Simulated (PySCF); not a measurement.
NMR data simulated for an unnamed compound:

1H NMR (600 MHz, computed): δ 2.42 (tdd, J = 12.2, 10.5, 1.1 Hz, 2H), 2.17 (s, 1H), 1.97 (dtt, J = 13.0, 11.9, 9.9 Hz, 1H), 1.84 (m, 2H), 1.73 (dtt, J = 13.0, 10.5, 2.2 Hz, 1H), 1.39 (s, 3H).

13C{1H} NMR (computed): δ 85.1 (C), 63.7 (CH), 38.7 (CH2), 34.9 (C), 27.7 (CH3), 19.9 (CH2).

Computational details: spin–spin couplings from B3LYP/pcJ-1 (without the spin–dipole term), geometry from PBE0-D3(BJ)/def2-SVP, shielding tensors at KT3/pcSseg-1 (GIAO), in PySCF (in vacuum, non-relativistic, equivalent nuclei averaged, one conformer).

δ = σ(ref) − σ, references computed at the same level: 1H (31.32 ppm), 13C (182.31 ppm) against TMS.

Question: Which of these does the molecule contain: a vinyl group CH=CH2, a CF3 group, a C≡C triple bond, an amide?

Answer: 
- A vinyl group CH=CH2: no.
- A CF3 group: no.
- A C≡C triple bond: yes (δC 63.7, 85.1; δH 2.17 (s)).
- An amide: no.

The data belong to `InChI=1S/C7H10/c1-3-7(2)5-4-6-7/h1H,4-6H2,2H3`; they needn't prove each group on their own.

Carbon signals by region: 2 at 50–100 ppm, 4 below 50 ppm.

Splittings below 1 Hz are ignored in the labels, and close J values are merged. Couplings among chemically equivalent protons are left out too, so labels in AA′BB′ or AA′XX′ sets are apparent multiplicities. Unscaled 3J(H,H) at this level run about 10 % above measured values. Shifts are as computed, not scaled to solution data. Of 1211 compounds with measured shifts, 218 miss one by over three times the rms of a fit or turn the order of signals round; such compounds aren't used in these exercises. 3J across rotatable bonds or in flexible rings reflects this conformer alone.
